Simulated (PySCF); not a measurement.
**From computed data to an observable: entropy of an ideal gas**

BHFBr, SMILES FBBr.

Geometry optimised at B3LYP-D3(BJ)/def2-TZVP.

B3LYP-D3(BJ)/def2-TZVP in PySCF gives the harmonic wavenumbers 326, 679, 827, 1090, 1308, 2695 cm⁻¹ and the rotational temperatures 2.8462, 0.1769, 0.1666 K. The molar mass is 110.72 g/mol, the symmetry number 1, the spin multiplicity 1.

Problem. Work out the entropy at 298.15 K and 1 atm in the rigid-rotor, harmonic-oscillator model.

Solution. 
Translation (Sackur–Tetrode at 1 atm): S = R[1.5 ln M + 2.5 ln T − 1.16487] = 167.5 J/(mol K).
Rotation: q = (√π/σ) T^1.5/√(θA θB θC) = 31500, S = R[ln q + 3/2] = 98.6 J/(mol K).
Vibration: with u = 1.4388 ν/T, each mode gives R[u/(e^u − 1) − ln(1 − e^−u)]:
```tsv
ν (cm⁻¹)	modes	u	S (J/(mol K))
326	1	1.57	5.35
679	1	3.28	1.39
827	1	3.99	0.78
1090	1	5.26	0.27
1308	1	6.31	0.11
```
The stiffer modes add less than 0.005 each. Sum 7.9 J/(mol K).
Spin: R ln 1 = 0.0 J/(mol K).
Total 273.9 J/(mol K); the program's own thermochemistry gives 273.9. Translation makes up 61 % and vibration 3 %. Anharmonicity, hindered rotation and orbital degeneracy are left out.
